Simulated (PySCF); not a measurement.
C₆ coefficients of unlike pairs at UHF

Calculated with PySCF 2.14 from the dipole response of each species, C₆(A,B) = (3/π) ∫ α_A(iu) α_B(iu) du, in atomic units, from isotropic polarisabilities. For ions this is the dispersion term alone; charge-induced terms of lower order in 1/R come first.

```json
{"species": "O", "configuration": "[He] 2s2 2p4 (3P)", "basis": "aug-cc-pwCVTZ (7s6p4d2f)", "relativity": "none", "α (bohr³)": "4.609", "C₆ (like pair)": "13.57"}
{"species": "C³⁺", "configuration": "[He] 2s1 (2S)", "basis": "aug-cc-pVDZ (4s3p2d)", "relativity": "none", "α (bohr³)": "3.576", "C₆ (like pair)": "3.009"}
{"species": "Tc", "configuration": "[Kr] 4d5 5s2 (6S)", "basis": "aug-cc-pwCVDZ-PP with ECP28MDF (6s6p5d3f)", "relativity": "core potential", "α (bohr³)": "138.1", "C₆ (like pair)": "1572"}
{"species": "N³⁺", "configuration": "[He] 2s2 (1S)", "basis": "dyall-av3z (15s9p3d2f)", "relativity": "spin-free X2C", "α (bohr³)": "2.231", "C₆ (like pair)": "2.249"}
```

(1) Estimate C₆ for Tc with O.

No spin-orbit coupling is included.

The other pairs:

| pair | C₆ |
| --- | --- |
| N³⁺, C³⁺ | 2.472 |
| N³⁺, O | 5.443 |
| C³⁺, O | 5.683 |
| Tc, C³⁺ | 64.45 |
| N³⁺, Tc | 49.15 |

Results:

(1) The integral gives 110.2. The combination rule 2 C_A C_B / (C_A α_B/α_A + C_B α_A/α_B) gives 92.93 and the geometric mean 146.0.
